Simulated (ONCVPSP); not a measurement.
## An all-electron radial function and its pseudo partner (lithium (Li))

Columns: radius, all-electron u(r) and pseudo u(r) of the 1s shell (level -52.63 eV) of lithium in the configuration 1s2 2s0.5 2p0.5; PBE, scalar-relativistic, ONCV scheme, ONCVPSP 4.0.1.

```tsv
r (bohr)	all-electron	pseudo
0.200	1.0296	0.9192
0.400	1.1724	1.2333
0.600	1.0280	1.0715
0.800	0.8175	0.8226
1.000	0.6191	0.6190
1.200	0.4558	0.4558
1.400	0.3295	0.3295
1.600	0.2350	0.2350
1.800	0.1657	0.1657
2.000	0.1161	0.1161
2.200	0.0811	0.0811
2.400	0.0565	0.0565
2.600	0.0393	0.0393
2.800	0.0272	0.0272
3.000	0.0188	0.0188
3.200	0.0130	0.0130
3.400	0.0090	0.0090
3.600	0.0062	0.0062
3.800	0.0042	0.0042
4.000	0.0029	0.0029
4.200	0.0020	0.0020
4.400	0.0014	0.0014
4.600	0.0009	0.0009
4.800	0.0006	0.0006
5.000	0.0004	0.0004
5.200	0.0003	0.0003
```

(1) How many radial nodes do the two functions have?

(2) At about which radius was the pseudo-wave matched?

(3) Is the pseudo-wave norm-conserving?

Results:

(1) The all-electron 1s function has n − l − 1 = 0; the pseudo-wave has 0.

(2) 1.00 bohr, where the columns begin to agree (steps of 0.20 bohr).

(3) Yes: the ONCV scheme keeps the norm inside the radius equal to the all-electron one, which fixes the energy derivative of the logarithmic derivative at the level.
